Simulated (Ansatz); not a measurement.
A series at Sn: from `[F][Sn]([Br])([Br])[Br]`, ligands are replaced one by one, each step taking up H–F and setting free HBr; n counts the steps. Ansatz, PBE0-D4/def2-TZVP geometries.

CBS adds triple-zeta CCSD(T) − MP2 to the MP2 limit, frozen cores; atoms without spin–orbit coupling. Elements past krypton have def2 core potentials. Outer-core shells of Br, Sn are correlated without core-valence functions. Scalar relativity is left out up to krypton. Spin–orbit coupling is left out.

```json
{"n": "0", "molecule": "`[F][Sn]([Br])([Br])[Br]`", "atomization energy, CCSD(T)/CBS (kJ/mol)": "?"}
{"n": "1", "molecule": "`[F][Sn]([F])([Br])[Br]`", "atomization energy, CCSD(T)/CBS (kJ/mol)": "1486.6"}
{"n": "2", "molecule": "`[F][Sn]([F])([F])[Br]`", "atomization energy, CCSD(T)/CBS (kJ/mol)": "1623.0"}
{"n": "3", "molecule": "`[F][Sn]([F])([F])[F]`", "atomization energy, CCSD(T)/CBS (kJ/mol)": "1754.8"}
```

**Question.** By hand: fit a straight line y = ȳ + b (n − n̄) to the 3 given rows and predict n = 0.

**Answer.** n̄ = 2.000, ȳ = 1621.47; Σ(n − n̄)(y − ȳ) = 268.20, Σ(n − n̄)² = 2.000, so b = 134.10 kJ/mol a step. Prediction: 1621.47 + (134.10) × (-2.000) = 1353.3 kJ/mol.

**Question.** By hand: compare with the computed value, 1347.8 kJ/mol, and give the steps along the whole series.

**Answer.** The line misses by -5.5 kJ/mol (computed minus predicted). Steps: 138.8, 136.4, 131.8 kJ/mol.

The steps differ by at most 7.0 kJ/mol, 5 % of a mean step, so the ligands' effects nearly add and a line is close. The miss is 1.4 % of the series' range. The energies themselves are unsure by some kJ/mol a bond, though much of that is common to the series.
